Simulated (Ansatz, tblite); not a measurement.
Isomers of Li$_{9}$O$_{5}$ (doublet), found by a short tight-binding search and relaxed with PBE-D4/def2-SVP in Ansatz.

The xTB rows come from tblite. LC-ωPBE has ω = 0.4 bohr⁻¹. Correlated methods freeze 5 core orbitals; core or outer-core shells of Li are correlated, in sets that lack core-valence functions.

C: At PBE-D4/def2-SVP, PBE-D4/def2-TZVP the gap within one spin of the charge 0 doublet nearly closes, so an electron or hole may be smeared out by delocalisation error.

Other spin states weren't relaxed.

A:

```xyz
14

Li    1.080   -2.128    2.751
Li    0.636    2.499    0.245
Li    1.815    0.113    0.713
Li   -1.520   -1.158   -1.855
Li   -0.251    0.678   -0.832
Li   -2.460    1.003    0.189
Li   -0.055   -1.590   -0.130
Li    1.660    0.143   -1.984
Li   -0.760    0.032    1.403
O     0.231   -0.926   -1.898
O     0.742   -1.101    1.506
O    -1.803   -0.641   -0.151
O    -0.947    1.782    0.663
O     1.633    1.296   -0.620
```

B:

```xyz
14

Li   -1.885    0.947    0.523
Li   -0.972    0.881   -2.179
Li    2.423   -0.087    0.770
Li    0.498    2.483    0.238
Li    0.214   -1.862    1.101
Li   -0.028    0.417    2.130
Li    0.952   -1.689   -1.646
Li    0.218    0.120   -0.212
Li   -1.638   -1.329   -0.512
O    -0.894    1.840   -0.676
O     1.580   -1.465    0.009
O    -0.598   -0.839   -1.889
O     1.291    1.218    1.216
O    -1.161   -0.636    1.128
```

C:

```xyz
14

Li   -0.0545   -0.1311   -0.4305
Li   -0.4805    1.7666    1.2830
Li    0.1319   -2.3359    0.2540
Li   -0.7881    1.3371   -1.8807
Li    1.3481    2.1979    3.7464
Li    1.7175   -0.7345   -1.5674
Li   -0.9329   -1.4784   -2.3152
Li    1.6155    0.0336    1.5452
Li   -2.3338   -0.2973   -0.0543
O    -1.3640    1.1912   -0.1644
O     0.8995    1.4454    2.3639
O     1.4249   -1.1146    0.1843
O     0.2012   -0.1161   -2.3764
O    -1.3847   -1.7639   -0.5878
```

D:

```xyz
14

Li   -0.357    0.753    0.937
Li    0.605    2.519   -0.368
Li   -1.085   -1.776   -1.361
Li    2.106   -0.329   -1.274
Li    1.879    0.349    1.516
Li   -2.340    0.602   -0.319
Li    0.026    0.525   -1.371
Li   -1.218   -1.254    1.943
Li    0.387   -1.387    0.296
O     0.605   -1.248   -1.562
O     1.641    1.041   -0.155
O    -1.027    1.791   -0.469
O    -1.659   -1.009    0.197
O     0.437   -0.576    1.990
```

Estimate their order by electronic energy at B2PLYP/def2-TZVP, counted from the lowest.

B (0.0) < D (40.0) < A (47.7) < C (60.6), in kJ/mol.

Do the other levels pick the same lowest one?

Not HF/def2-TZVP. Energies above each level's lowest (kJ/mol):

```csv
level,A,B,C,D
GFN1-xTB,36.6,0.0,36.3,22.2
GFN2-xTB,57.1,0.0,89.8,15.6
HF/def2-TZVP,58.1,8.5,0.0,58.3
PBE-D4/def2-SVP,52.3,0.0,79.1,22.8
PBE-D4/def2-TZVP,53.1,0.0,72.2,20.5
r2SCAN-D4/def2-TZVP,51.5,0.0,74.1,21.3
PBE0-D4/def2-SVP,46.5,0.0,69.7,28.0
PBE0-D4/def2-TZVP,48.5,0.0,61.9,25.9
CAM-B3LYP-D4/def2-TZVP,42.7,0.0,45.9,27.9
LC-ωPBE/def2-TZVP,36.3,0.0,30.2,27.2
B2PLYP/def2-TZVP,47.7,0.0,60.6,40.0
RPA@PBE/def2-TZVP,53.8,0.0,52.4,31.5
MP2/def2-TZVP,41.2,0.0,3.1,42.0
```
Point groups (tolerance 0.1 Å): A Cs, B C4v, C Cs, D C2. Lower isomers may exist. From def2-SVP to def2-TZVP the PBE0 values move by up to 7.7 kJ/mol, so results in the small set are rough.
